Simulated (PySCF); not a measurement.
# Oxygen: a sound run and one with changed settings

Sound run: O⁺ [He] 2s2 2p3, O²⁺ [He] 2s2 2p2. Computed with PySCF 2.14 in aug-cc-pVDZ-DK (4s3p2d, 23 functions), with the spin-free X2C one-electron Hamiltonian (Gaussian nucleus). In the sound run the correlated levels freeze 1s2. The sound run starts from symmetry-adapted Hartree-Fock orbitals and uses a fine grid where one is needed.

Changed run: basis STO-3G, all-electron and non-relativistic. This setting is unsound on purpose.

| species | method | sound run (hartree) | changed run (hartree) | converged |
| --- | --- | --- | --- | --- |
| O⁺ | UHF | -74.40588 | -73.44358 | yes |
| O⁺ | PBE | -74.52846 | -73.52932 | yes |
| O⁺ | BP86 | -74.59823 | -73.59914 | yes |
| O⁺ | MP2 | -74.47813 | -73.44358 | yes |
| O²⁺ | UHF | -73.13623 | -72.10797 | yes |
| O²⁺ | PBE | -73.23049 | -72.17774 | yes |
| O²⁺ | BP86 | -73.30051 | -72.24789 | yes |
| O²⁺ | MP2 | -73.19255 | -72.11973 | yes |
| O²⁺ | CCSD(T) | -73.21586 | -72.12986 | yes |

Ionisation energy of O⁺:

```csv
method,sound run (eV),changed run (eV)
UHF,34.549,36.344
PBE,35.320,36.778
BP86,35.313,36.769
MP2,34.982,36.024
SCS-MP2,34.784,35.960
```

A minimal basis cannot let orbitals breathe on ionisation and holds almost no correlation. The Hamiltonian changed with the basis, so the totals do not compare.

For comparison, NIST gives 35.121 eV between the lowest levels.
